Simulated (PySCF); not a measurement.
Correlation energy of Si⁺ (silicon, charge +1)

[Ne] 3s2 3p1, 2P determinant. All numbers are calculated (PySCF 2.14, no relativity, point nucleus, in cc-pV(D+d)Z). Frozen: [Ne]; 3 electrons correlated.

MP2 pair energies summed by pair of shells (mhartree):

```
 pair  energy  share (%)
3s-3s  -20.46       58.1
3s-3p  -14.74       41.9
```

Total MP2 correlation energy: -35.20 mhartree.

Same-spin part -2.24 and opposite-spin part -32.96 mhartree; SCS-MP2 scales them by 1/3 and 6/5 to -40.29 mhartree.

```tsv
level	correlation energy (mhartree)
CCSD	-54.06
(T)	-0.68
CCSD(T)	-54.74
```

Diagnostics: T1 = 0.012, D1 = 0.0293, largest double amplitude 0.109.

Is a single reference adequate?

Mostly. T1 lies below 0.03, but a double amplitude of this size points to a near-degeneracy that CCSD handles and MP2 describes poorly.
